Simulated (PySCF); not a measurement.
**Excitation energy of Zn⁺ by level of theory**

Zn⁺ [Ar] 3d10 4s1 (2S) → Zn⁺ [Ar] 3d10 4d1 (2D), as a difference of total energies. Calculation: PySCF 2.14, in aug-cc-pwCVTZ-DK; scalar relativity by spin-free X2C-1e. Correlated levels: valence: [Ar] frozen; valence and next inner shell: [Ne] frozen; nothing frozen. The calculations carry no spin-orbit coupling.

```json
{"method": "UHF", "excitation energy (eV)": "11.807"}
{"method": "LDA", "excitation energy (eV)": "13.083"}
{"method": "PBE", "excitation energy (eV)": "12.573"}
{"method": "PBE0", "excitation energy (eV)": "12.409"}
{"method": "r2SCAN", "excitation energy (eV)": "12.626"}
{"method": "B2PLYP", "excitation energy (eV)": "12.661"}
{"method": "r2SCANh", "excitation energy (eV)": "12.585"}
{"method": "revPBE", "excitation energy (eV)": "12.362"}
{"method": "MP2 (valence)", "excitation energy (eV)": "12.762"}
{"method": "SCS-MP2 (valence)", "excitation energy (eV)": "12.611"}
{"method": "MP2 (valence and next inner shell)", "excitation energy (eV)": "12.852"}
{"method": "SCS-MP2 (valence and next inner shell)", "excitation energy (eV)": "12.664"}
{"method": "MP2 (all electrons)", "excitation energy (eV)": "12.847"}
{"method": "SCS-MP2 (all electrons)", "excitation energy (eV)": "12.662"}
```

Errors of the correlated levels include the incompleteness of this basis and the frozen core.

The promoted electron is Rydberg-like, and one or two diffuse shells describe it only roughly, which tends to raise the upper state.

Problem. Which method comes closest to the reference value, and which is furthest?

Solution. The reference is 12.019 eV (measured; NIST levels, between the centres of gravity of the two terms). Closest: UHF (error -0.212 eV); furthest: LDA (error 1.064 eV).
